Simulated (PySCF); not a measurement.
Species: Ge2H9NSi.
Z-matrix (Å and degrees, PBE0-D3(BJ)/def2-SVP geometry), rows numbered from 1:
```
N 
Ge  1  1.8498
Ge  2  2.4245  1  103.52
Si  3  2.3839  2  105.15  1    23.55
H   1  1.0174  2  113.75  3    61.66
H   1  1.0175  2  114.53  3  -173.47
H   2  1.5522  1  114.52  3  -124.02
H   2  1.5416  1  105.86  3   116.97
H   3  1.5433  2  111.47  1   -96.27
H   3  1.5420  2  111.14  1   143.75
H   4  1.4926  3  109.90  2    55.91
H   4  1.4966  3  110.82  2   176.16
H   4  1.4944  3  109.58  2   -64.51
```

Computed, not measured: PBE0-D3(BJ)/def2-SVP geometry optimisation, gas phase in PySCF 2.14.0.

Take the most abundant isotopes and a rigid rotor. The values belong to one conformer with, in the numbering `[NH2:1][GeH2:2][GeH2:3][SiH3:4]`, H–N1–Ge2–Ge3 62° and -173°, N1–Ge2–Ge3–Si4 24°.

Problem. Give the principal moments of inertia and the rotational constants in MHz.

Solution. Ia = 166.59, Ib = 419.88, Ic = 556.54 u·Å²; 505379 MHz·u·Å²/I gives A = 3034, B = 1204, C = 908.1 MHz.

Problem. Classify the top.

Solution. An asymmetric top: κ = (2 × 1204 − 3034 − 908.1)/(3034 − 908.1) = -0.72.

Problem. What does the inertial defect say?

Solution. Not planar: Δ = Ic − Ia − Ib = -29.93 u·Å². For a rigid frame Δ = −2 Σ m c², so Σ m c² = 14.97 u·Å² lies off the ab plane: 11.07 from hydrogen and 3.90 from heavier atoms. The atom farthest from that plane is 1.58 Å away.

Problem. Give the other two planar moments, Paa and Pbb, and the rms extents of the mass along the axes.

Solution. Paa = Σ m a² = (Ib + Ic − Ia)/2 = 404.91 and Pbb = Σ m b² = (Ia + Ic − Ib)/2 = 151.63 u·Å². With the mass M = 198.89 u, the rms extents √(P/M) along a, b and c are 1.43, 0.87, 0.27 Å.

Problem. Give the coordinates in the principal-axis frame, origin at the centre of mass.

Solution. The sense of each axis is arbitrary; atoms in the order of the calculation.
| atom | mass (u) | a (Å) | b (Å) | c (Å) |
| --- | --- | --- | --- | --- |
| N1 | 14.003 | -1.392 | 1.717 | -0.353 |
| Ge2 | 73.921 | -1.444 | -0.073 | 0.109 |
| Ge3 | 73.921 | 0.867 | -0.777 | -0.092 |
| Si4 | 27.977 | 2.150 | 1.217 | 0.152 |
| H5 | 1.008 | -1.074 | 1.886 | -1.304 |
| H6 | 1.008 | -2.272 | 2.212 | -0.224 |
| H7 | 1.008 | -2.426 | -0.928 | -0.736 |
| H8 | 1.008 | -1.912 | -0.117 | 1.577 |
| H9 | 1.008 | 1.141 | -1.433 | -1.463 |
| H10 | 1.008 | 1.232 | -1.806 | 0.996 |
| H11 | 1.008 | 1.809 | 1.886 | 1.443 |
| H12 | 1.008 | 3.615 | 0.913 | 0.140 |
| H13 | 1.008 | 1.856 | 2.144 | -0.983 |

Problem. Where do the levels up to J = 4 lie, in cm⁻¹?

Solution. Above 0(0,0):
J = 1: 1(0,1) 0.0704, 1(1,1) 0.1315, 1(1,0) 0.1413
J = 2: 2(0,2) 0.2102, 2(1,2) 0.2625, 2(1,1) 0.2921, 2(2,1) 0.4752, 2(2,0) 0.4763
J = 3: 3(0,3) 0.4172, 3(1,3) 0.4584, 3(1,2) 0.5174, 3(2,2) 0.6865, 3(2,1) 0.6919, 3(3,1) 1.0170, 3(3,0) 1.0171
J = 4: 4(0,4) 0.6887, 4(1,4) 0.7184, 4(1,3) 0.8165, 4(2,3) 0.9674, 4(2,2) 0.9831, 4(3,2) 1.3008, 4(3,1) 1.3013, 4(4,1) 1.7608, 4(4,0) 1.7608

Problem. Which types of transition are allowed, and where do some lines up to J = 3 fall?

Solution. The dipole components are |μa| = 1.08 D, |μb| = 0.29 D, |μc| = 0.83 D. The squared components, which scale the intensities, stand as 1.00 : 0.07 : 0.58 (a : b : c). Some lines, for components of 0.1 D or more:

```csv
type,branch,"J(Ka,Kc)",MHz,lower level (cm⁻¹)
c,Q,"3(1,3) ← 3(0,3)",1234,0.417
c,Q,"2(1,2) ← 2(0,2)",1567,0.210
a,R,"2(1,1) ← 1(1,0)",4519,0.141
a,R,"3(0,3) ← 2(0,2)",6206,0.210
a,R,"3(2,2) ← 2(2,1)",6335,0.475
b,Q,"2(2,1) ← 2(1,2)",6377,0.262
a,R,"3(2,1) ← 2(2,0)",6464,0.476
b,Q,"3(2,2) ← 3(1,3)",6840,0.458
b,R,"3(1,3) ← 2(0,2)",7440,0.210
b,Q,"3(3,0) ← 3(2,1)",9748,0.692
b,R,"2(2,1) ← 1(1,0)",10009,0.141
c,R,"2(2,0) ← 1(1,0)",10042,0.141
c,R,"2(2,1) ← 1(1,1)",10304,0.131
b,R,"2(2,0) ← 1(1,1)",10337,0.131
c,R,"3(2,2) ← 2(1,2)",12712,0.262
b,R,"3(2,1) ← 2(1,2)",12874,0.262
b,R,"3(3,1) ← 2(2,0)",16210,0.476
c,R,"3(3,1) ← 2(2,1)",16243,0.475
```

Problem. Estimate the classical rotational partition function at 10 K, 200 K and 500 K.

Solution. Point group C1, symmetry number σ = 1; q = (√π/σ)·√((kT/h)³/(ABC)), k/h = 20836.6 MHz/K: 2930 at 10 K, 262000 at 200 K, 1040000 at 500 K.

No PBE0-D3(BJ)/def2-SVP frequencies stand behind this structure, so it isn't proved a minimum. No vibrational averaging or centrifugal distortion is included, and the geometry carries the error of its method. A rigid rotor knows nothing of inversion at nitrogen or internal rotation, which can split or shift real lines. Quadrupole hyperfine structure (14N) is left out.

Time: 79 s wall. Hardware: an Arm Neoverse V2 with one thread, on a shared host. This is the geometry optimisation.
